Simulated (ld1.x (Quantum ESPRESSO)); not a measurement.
**An all-electron radial function and its pseudo partner (ruthenium)**

Columns: radius, all-electron u(r) and pseudo u(r) of the 4p shell (level -46.42 eV) of ruthenium in the configuration [Ar] 3d10 4s2 4p6 4d7 5s1 5p0; PBE, scalar-relativistic, TM semilocal scheme, ld1.x (Quantum ESPRESSO) 7.5.

```
r (bohr)  all-electron  pseudo
   0.090        0.3445  0.0201
   0.180       -0.1945  0.0788
   0.270       -0.5532  0.1722
   0.360       -0.4797  0.2934
   0.450       -0.1609  0.4335
   0.540        0.2180  0.5819
   0.630        0.5533  0.7264
   0.720        0.8048  0.8547
   0.810        0.9674  0.9555
   0.900        1.0511  1.0206
   0.990        1.0728  1.0461
   1.080        1.0494  1.0335
   1.170        0.9961  0.9893
   1.260        0.9249  0.9230
   1.350        0.8446  0.8443
   1.440        0.7614  0.7614
   1.530        0.6797  0.6797
   1.620        0.6019  0.6019
   1.710        0.5297  0.5297
   1.800        0.4637  0.4637
   1.890        0.4043  0.4043
   1.980        0.3512  0.3512
   2.070        0.3043  0.3043
   2.160        0.2630  0.2630
   2.250        0.2268  0.2268
   2.340        0.1953  0.1953
```

(1) How many radial nodes do the two functions have?

(2) At about which radius was the pseudo-wave matched?

(3) Is the pseudo-wave norm-conserving?

Results:

(1) The all-electron 4p function has n − l − 1 = 2; the pseudo-wave has 0, since the states of the same l below it are removed with the core.

(2) 1.50 bohr. The columns agree to 0.0005 from 1.35 bohr on; several derivatives are matched, so the curves merge somewhat inside the radius.

(3) Yes: the TM semilocal scheme keeps the norm inside the radius equal to the all-electron one, which fixes the energy derivative of the logarithmic derivative at the level.
